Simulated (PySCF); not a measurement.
Species: C5H7ClO2S2Si.
Z-matrix (Å and degrees, GFN2-xTB geometry), rows numbered from 1:
```
C 
C   1  1.4905
C   2  1.3645  1  123.70
S   3  1.7226  2  113.69  1   179.97
C   4  1.7151  3   88.69  2    -0.32
S   5  1.7324  4  121.20  3   178.92
O   6  1.4242  5  112.24  4    24.01
O   6  1.4304  5  109.12  4   158.40
Cl  6  2.0344  5  102.12  4   -89.64
C   5  1.3585  4  115.55  3     0.68
Si 10  1.8935  2  130.11  1     0.33
H   1  1.0866  2  110.43  3    -1.90
H   1  1.0878  2  110.08  3   118.55
H   1  1.0876  2  110.22  3  -122.64
H   3  1.0729  2  127.17  1     0.14
H  11  1.4726 10  103.26  2    10.95
H  11  1.4567 10  110.02  2   124.50
H  11  1.4563 10  109.28  2  -103.64
```

Definitions: NICS(0) = −σiso at the ring centroid; NICS(1) = −σiso and NICS(1)zz = −σzz at ±1 Å along the ring normal z. Level: GIAO PBE0/pcSseg-1 (PySCF, non-relativistic, gas phase) on the GFN2-xTB geometry, one conformer.

Ring bond lengths (Å), with Mayer bond orders in brackets: C2–C3 1.365 (1.58), C3–S4 1.723 (1.17), S4–C5 1.715 (1.13), C5–C10 1.358 (1.41), C10–C2 1.426 (1.24).

**Question.** What do the NICS probes read (ppm)?

**Answer.** 
| ring | type | NICS(0) | NICS(1), two faces | NICS(1)zz, two faces | rms pucker (Å) | centre to ring atoms, mean (Å) |
| --- | --- | --- | --- | --- | --- | --- |
| C2–C3–S4–C5–C10 | 5-membered ring with S; formal bonds all aromatic | -11.9 | -11.3 / -10.9 | -24.4 / -23.2 | 0.00 | 1.28 |

**Question.** What do they say, and how far can they be read as aromaticity?

**Answer.** 
- C2–C3–S4–C5–C10: mean NICS(1)zz -23.8 ppm, shielded. The ring is flat and has no four-coordinate atom; by the NICS criterion it is aromatic.

**Question.** And the bond-length index? HOMA = 1 − mean of α(R − Ropt)² over the ring bonds, with Krygowski's 1993 parameters (CC: Ropt 1.388 Å, α 257.7 Å⁻²; CS: Ropt 1.677 Å, α 94.09 Å⁻²).

**Answer.** 
- C2–C3–S4–C5–C10: HOMA 0.79; the largest term is that of C10–C2, α(R − Ropt)² = 0.36. The geometric and the magnetic index point the same way.

**Question.** At the second NICS(1) probe listed for ring C2–C3–S4–C5–C10, 1 Å off the ring, what do the in-plane components average?

**Answer.** The isotropic value is a third of the trace: (3 × -10.9 − (-23.2))/2 = -4.8 ppm.

**Question.** How shielded are the nuclei of the rings and their hydrogens (means over atoms taken as equivalent)?

**Answer.** 
```tsv
atoms	environment	σ isotropic (ppm)	principal values of the symmetric part, first atom (ppm)
C2	substituted aromatic carbon	37.7	-37.2, 15.0, 135.4
C3	aromatic CH next to a ring sulfur	46.8	-40.3, 56.9, 123.6
S4	thiophene-type sulfur	256.5	120.7, 247.2, 401.6
C5	substituted aromatic carbon	26.4	-33.2, 31.6, 80.8
C10	substituted aromatic carbon	39.2	-42.5, 0.1, 160.1
H15	aromatic hydrogen	24.39	21.0, 25.4, 26.8
```

Hardware: one thread of an Intel Xeon Platinum 8488C, shared host. Cost: 68 s of wall time, 1.2 GiB resident at most. This is the whole shielding run at PBE0/pcSseg-1, SCF included.
